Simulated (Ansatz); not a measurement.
The same path of a periodic cell of 33 atoms, Al32O (host Al, host structure fcc, interstitial O) was run twice with different band settings. Lost on the way: Al15–O33, Al32–O33. Made: Al5–O33, Al29–O33.

All numbers below come from DFT PBEsol, scalar-relativistic, plane waves, PAW in Ansatz. Settings: PAW set soft_1, cutoff 420 eV, k mesh 2x2x2, fermi-dirac smearing 0.15 eV, no spin polarisation.

Relaxed end points:

```xyz
33
Lattice="8.1000 0.0000 0.0000 0.0000 8.1000 0.0000 0.0000 0.0000 8.1000" Properties=species:S:1:pos:R:3
Al 4.086 0.036 -0.001
Al 6.039 1.988 -0.001
Al 6.067 0.007 2.032
Al -0.011 0.027 0.010
Al 2.036 1.997 0.010
Al 4.077 4.039 0.010
Al 6.048 6.085 0.010
Al 2.024 0.036 2.061
Al 4.058 2.017 2.032
Al 6.038 4.050 2.061
Al 4.058 0.007 4.042
Al 6.067 2.017 4.042
Al 6.038 0.036 6.075
Al -0.086 3.964 0.085
Al 2.110 6.160 0.085
Al 0.001 1.988 2.061
Al 2.036 4.039 2.052
Al 4.086 6.074 2.061
Al 0.001 0.036 4.013
Al 2.024 1.988 4.013
Al 4.086 4.051 4.013
Al 6.039 6.074 4.013
Al 2.036 0.027 6.064
Al 4.086 1.988 6.075
Al 6.048 4.039 6.064
Al -0.011 6.085 2.052
Al -0.011 4.039 4.022
Al 2.036 6.085 4.022
Al -0.011 1.997 6.064
Al 2.111 3.964 5.989
Al 4.077 6.085 6.064
Al -0.086 6.161 5.989
O 1.012 5.062 7.086
```

```xyz
33
Lattice="8.1000 0.0000 0.0000 0.0000 8.1000 0.0000 0.0000 0.0000 8.1000" Properties=species:S:1:pos:R:3
Al 4.085 -0.035 -0.001
Al 6.046 2.016 0.010
Al 6.066 -0.006 2.032
Al -0.012 -0.026 0.010
Al 2.109 1.941 0.084
Al 4.076 4.062 0.010
Al 6.038 6.112 -0.002
Al 2.023 -0.035 2.061
Al 4.085 2.027 2.061
Al 6.037 4.050 2.061
Al 4.056 -0.006 4.042
Al 6.038 2.027 4.013
Al 6.037 -0.035 6.075
Al -0.087 4.137 0.086
Al 2.034 6.104 0.010
Al -0.012 2.015 2.051
Al 2.035 4.062 2.051
Al 4.056 6.084 2.032
Al 0.000 -0.035 4.013
Al 2.034 2.016 4.022
Al 4.085 4.051 4.013
Al 6.066 6.084 4.042
Al 2.035 -0.026 6.064
Al 4.076 2.015 6.064
Al 6.046 4.062 6.064
Al 0.000 6.113 2.061
Al -0.012 4.062 4.022
Al 2.023 6.113 4.013
Al -0.086 1.940 5.989
Al 2.110 4.136 5.989
Al 4.085 6.113 6.075
Al -0.012 6.104 6.064
O 1.010 3.040 7.087
```

Common settings: climbing image yes; spring 5.0 eV/Å²; force threshold 0.05 eV/Å; end points relaxed.

| run | movable images | optimiser | start path | iteration limit | largest step |
| --- | --- | --- | --- | --- | --- |
| 1 | 5 | quadratic models (default) | IDPP | 51 | default |
| 2 | 3 | fire | default | 50 | 0.5 Å |

Question: What does each run give, and how far can it be trusted?

Answer: Run 1: converged after 10 iterations, highest image 0.991 eV above the first end. By the program's own check the climbing image is a first-order saddle point (lowest curvatures found: -2.31 and 1.07 eV/Å²).
Run 2: converged after 25 iterations, highest image 1.159 eV above the first end. The order of the stationary point at the top wasn't checked.
Limits of this set-up: coarse k mesh, PAW files made for another functional, a small cell, in which the defect meets its images.
